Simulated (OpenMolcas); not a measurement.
# Zr3+: moving or changing the point charges

Zr3+ among 6 point charges of -1 e arranged as an octahedron (Oh), 1.98 Å from the ion.

```yaml
Program: OpenMolcas 26.06
Method: CASSCF
Basis: ANO-RCC-VDZP [6s5p3d1f]
Scalar_Hamiltonian: DKH2, point nucleus
Active_space: 1 electron in 5 orbitals (4d)
State_averaging: 2S+1 = 2 even, 5 roots
Spin-orbit_coupling: RASSI with atomic mean-field integrals over the reference wave functions
```

Runs around this geometry, states (labels of O, the rotations of Oh). Energies in cm-1 above the lowest state or level, χT in cm3 K/mol; under a threefold ground state the first gap can be a small split of the lowest multiplet, not the spin-orbit step; 10Dq is the gap between the two states.

```json
{"R (Å)": "1.98", "q (e)": "-0.5", "Ground state": "2T2", "First state of that spin": "2E 6266", "10Dq": "6266", "First gap with spin-orbit (degeneracies)": "790.9 (4, 2)", "χT at 300 K": "0.209"}
{"R (Å)": "1.98", "q (e)": "-1", "Ground state": "2T2", "First state of that spin": "2E 13202", "10Dq": "13202", "First gap with spin-orbit (degeneracies)": "683.8 (4, 2)", "χT at 300 K": "0.226"}
{"R (Å)": "2.19", "q (e)": "-1", "Ground state": "2T2", "First state of that spin": "2E 8456", "10Dq": "8456", "First gap with spin-orbit (degeneracies)": "753.8 (4, 2)", "χT at 300 K": "0.212"}
```

Taking |10Dq| as R^-n, n = -ln(8456 / 13202) / ln(2.19 / 1.98) = 4.4 between the shortest and longest distance. The point-charge formula for a cubic d site gives n = 5.

Scaling the charges by -0.5 / -1 = 0.50 scales |10Dq| by 6266 / 13202 = 0.47; with fixed orbitals a first-order splitting would follow the charge.

An orbital triplet at a regular site is open to Jahn-Teller coupling, which can distort the site and quench the lowest spin-orbit gaps and is left out. This field is weak: 10Dq is about 6266 cm-1, while octahedral complexes of 4d ions of charge 3 and more, computed by the same method with explicit ligands, had a median near 25000 cm-1. Ground spin and moment need not be those of a real site (figures for R = 1.98, q = -0.5; the like holds for R = 1.98, q = -1, R = 2.19, q = -1). This is an electrostatic model: the charges have no orbitals. No measured value stands beside these numbers.
